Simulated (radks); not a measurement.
Spherical jellium clusters: N electrons in a uniform positive sphere of charge N and radius rs N^(1/3), rs = 3.83 bohr. Calculated with a radial shooting solver with Libxc functionals: non-relativistic Kohn-Sham, LDA (Slater exchange, Perdew-Wang correlation), spin-polarised, spherical densities. Levels are named by radial order and angular momentum (1s, 1p, 1d, 2s, ...), and open shells are averaged over m.

N = 15, configuration 1s2 1p6 1d(up 5, down 2). This is the lowest configuration that the search found. Occupied and some empty levels:

level    occupation  eigenvalue (eV)  <r> (bohr)
1s up             1          -5.3461       5.877
1s down           1          -5.1273       5.716
1p up             3          -4.3266       7.076
1p down           3          -4.0515       7.054
1d up             5          -3.0830       7.988
1d down           2          -2.8012       8.051
2s up             0          -2.5956       6.972
2s down           0          -2.4569       7.102
1f up             0          -1.6854       8.908
1f down           0          -1.4272       9.063
2p up             0          -1.2006       9.219
2p down           0          -1.0691       9.438

Energy (eV): total -26.6711, kinetic 28.590, external -763.75, Hartree 375.84, exchange-correlation -56.267, background 388.92.

Electron density:

r (bohr)  n(r) (e/bohr^3)
0.306            0.002214
1.08             0.002373
1.85             0.002705
2.62             0.003191
3.39             0.003783
4.16             0.004389
4.92             0.004880
5.70             0.005098
6.46             0.004913
7.23             0.004282
8.00             0.003316
8.77             0.002255
9.54             0.001351
10.3            0.0007342
11.1            0.0003717
11.8            0.0001795
12.6           0.00008380
13.4           0.00003823
14.2           0.00001716
14.9            7.613e-06
